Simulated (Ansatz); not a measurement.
Geometry optimisation, RKS PBE0/6-31G* (Ansatz 0.2.0).

Input:

```yaml
crystal:
  periodic: [false, false, false]
  atoms:
    - { symbol: Al, position_ang: [0.040136, 0.237814, -0.066234] }
    - { symbol: H, position_ang: [-0.093088, 0.316252, 1.489912] }
    - { symbol: Cl, position_ang: [1.896041, 0.368952, -1.022486] }
    - { symbol: Cl, position_ang: [-1.68568, 0.138228, -1.2473] }
    - { symbol: "N", position_ang: [0.02485, -2.511584, 1.383535] }
    - { symbol: H, position_ang: [-0.647904, -2.768173, 0.666223] }
    - { symbol: H, position_ang: [0.973566, -2.582019, 1.023924] }
    - { symbol: H, position_ang: [-0.139919, -1.545571, 1.725125] }
basis:
  gaussian: { orbitals: "6-31G*" }
hamiltonian:
  xc: pbe0
relax:
  f_tol: 0.03
  max_steps: 50
```

Launched with:

```bash
$ ansatz run input.yaml --threads 1 --pin off --max-ram 2048MiB --backend cpu --events-out ev --progress --plain --runs-dir out
```

Task: Where does it end, and by what steps?

Result: It converged. After 11 steps the energy has fallen by 1.625 eV; N5 moved furthest, 0.71 Å. Joined: Al1–N5 (3.11 → 2.04 Å).

| step | energy less start (eV) | largest force component (eV/Å) | accepted |
| --- | --- | --- | --- |
| 0 | 0.0000 | 1.150 | yes |
| 1 | -0.1036 | 1.003 | yes |
| 2 | -0.1502 | 1.902 | yes |
| 3 | -0.2888 | 1.995 | yes |
| 4 | -0.4555 | 1.713 | yes |
| 5 | -0.7368 | 2.129 | yes |
| 6 | -1.1407 | 2.057 | yes |
| 7 | -1.4927 | 2.162 | yes |
| 8 | -1.5824 | 0.656 | yes |
| 9 | -1.6225 | 0.155 | yes |
| 10 | -1.6242 | 0.083 | yes |
| 11 | -1.6246 | 0.008 | yes |

```xyz
8
Properties=species:S:1:pos:R:3
Al 0.018 -0.054 0.208
H -0.137 0.860 1.492
Cl 1.911 -0.043 -0.786
Cl -1.678 -0.233 -1.082
N 0.058 -1.962 0.941
H -0.656 -2.526 0.478
H 0.965 -2.390 0.757
H -0.113 -1.998 1.945
```

Whether the end is a true minimum wasn't checked by a vibrational analysis.

The run took 59 s on 1 thread of Arm Neoverse V1, with other jobs on the host, peak memory 0.16 GiB.
